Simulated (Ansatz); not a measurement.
# Interaction energy ladder

The pair of N2 (SMILES N#N, atoms 1–2) and AsH3 (SMILES [AsH3], atoms 3–6), both closed shells, in one local arrangement (a lower one may exist), relaxed at PBE0-D4/def2-TZVP:

```csv
atom,x (Å),y (Å),z (Å)
N1,0.0515,0.2301,-2.3851
N2,0.7131,0.5175,-3.2015
As3,0.3900,-0.0790,1.1669
H4,0.0845,-0.2464,2.6486
H5,-0.7852,0.8671,0.9735
H6,-0.4538,-1.2894,0.7975
```

Ansatz 0.2.0; basis: def2-TZVPPD, with def2-QZVPPD for the basis limit; cores frozen in the correlated methods. Filled d shells of the heavier atoms are correlated. The def2 sets are not built for correlating such inner shells, so the correlated values are less sure here. B3LYP uses VWN-RPA correlation. Extrapolation: Hartree–Fock as exp(−7.88 √X), correlation as X^−2.97. Interaction energies count from these two fragments, frozen as in the pair, with the counterpoise correction; negative means bound.

Q: What is the interaction energy by CCSD(T) at an estimated basis limit (MP2 extrapolated from triple and quadruple zeta, plus CCSD(T) − MP2 in triple zeta)? (To be estimated.)

A: Computed: -0.58 kcal/mol. Hartree–Fock alone gives 0.39 kcal/mol at the basis limit, so without correlation the pair would not bind at this distance. It counts from the two fragments frozen as in the pair.

The same quantity by other methods in triple zeta, and each one's difference from that estimate:
```tsv
method	E_int (kcal/mol)	difference
PBE-D4	-0.74	-0.16
revPBE-D4	-0.41	0.16
BLYP-D4	-0.40	0.17
r2SCAN-D4	-0.45	0.12
B97M-V	-0.60	-0.03
PBE0-D4	-0.64	-0.06
B3LYP-D4	-0.51	0.06
HSE06-D4	-0.65	-0.07
wB97X-V	-0.60	-0.02
wB97M-V	-0.55	0.03
B2PLYP	-0.11	0.47
HF	0.39	0.97
MP2	-0.62	-0.05
CCSD	-0.32	0.25
CCSD(T)	-0.46	0.12
```
Differences are method less estimate.

Basis-set superposition shift (counterpoise-corrected less uncorrected): CCSD(T) 0.32; MP2 0.33; HF 0.05; PBE0-D4 0.06; wB97M-V 0.08 kcal/mol.

T1 diagnostic: at most 0.014.

For scale, one of the runs: CCSD(T)/def2-TZVPPD, 179 basis functions, launched by `ansatz run in.yaml --threads 2 --pin off --events-out ev --progress --plain --max-ram 5222MiB`. Hardware: 2 CPU threads of an Arm Neoverse V2, shared host. Wall time 51 s; peak host memory 1.7 GiB.
